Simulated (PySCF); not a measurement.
**Two-photon absorption: SMILES C=C/C=C/[Se]C, C5H8Se**

Cartesian coordinates in Å; atom numbers follow the order of the lines, from 1:
```xyz
14

C    -3.2341   -0.0470    0.1456
C    -1.9555    0.2917   -0.0826
C    -0.8223   -0.5916    0.1071
C     0.4507   -0.2234   -0.1308
Se    1.9482   -1.3383    0.1012
C     3.3088   -0.0624   -0.4337
H    -4.0493    0.6616   -0.0149
H    -3.5026   -1.0465    0.5008
H    -1.7273    1.3040   -0.4383
H    -1.0397   -1.6061    0.4630
H     0.6759    0.7885   -0.4861
H     3.1587    0.2501   -1.4755
H     3.3069    0.8087    0.2345
H     4.2748   -0.5773   -0.3491
```

Theory: PySCF, TDDFT CAM-B3LYP/def2-TZVPD excited states, vertical, gas phase. Geometry: PBE0-D3(BJ)/def2-SVP.

The calculation is non-relativistic, which matters for the atoms heavier than Zn.

(1) Give the one- and two-photon strengths of the lowest singlets.

Results:

(1) δ for parallel linear polarisation; σ at the peak of a Lorentzian of half width 0.1 eV, single beam; Ω is circular over linear.
| state | E (eV) | f | photon λ (nm) | δ (au) | σ (GM) | Ω | main |
| --- | --- | --- | --- | --- | --- | --- | --- |
| S1 | 4.45 | 0.000 | 557 | 7.05 | 0.05 | 1.50 | HOMO→LUMO+1 0.64, HOMO→LUMO+7 0.12 |
| S2 | 4.65 | 0.648 | 533 | 886 | 7.03 | 0.81 | HOMO→LUMO 0.96 |
| S3 | 5.31 | 0.019 | 467 | 82 | 0.85 | 1.50 | HOMO→LUMO+3 0.59, HOMO→LUMO+2 0.12 |
| S4 | 5.39 | 0.005 | 460 | 96.7 | 1.03 | 1.50 | HOMO→LUMO+2 0.75, HOMO→LUMO+3 0.09 |
| S5 | 5.83 | 0.004 | 425 | 88.7 | 1.11 | 1.50 | HOMO→LUMO+5 0.45, HOMO→LUMO+6 0.18 |
| S6 | 5.99 | 0.002 | 414 | 88.5 | 1.16 | 1.49 | HOMO→LUMO+6 0.59, HOMO→LUMO+5 0.08 |

Among these, the strongest one-photon state is S2, the strongest two-photon state S2, with a dipole change of 3.9 D (relaxed, norm of the difference vector).
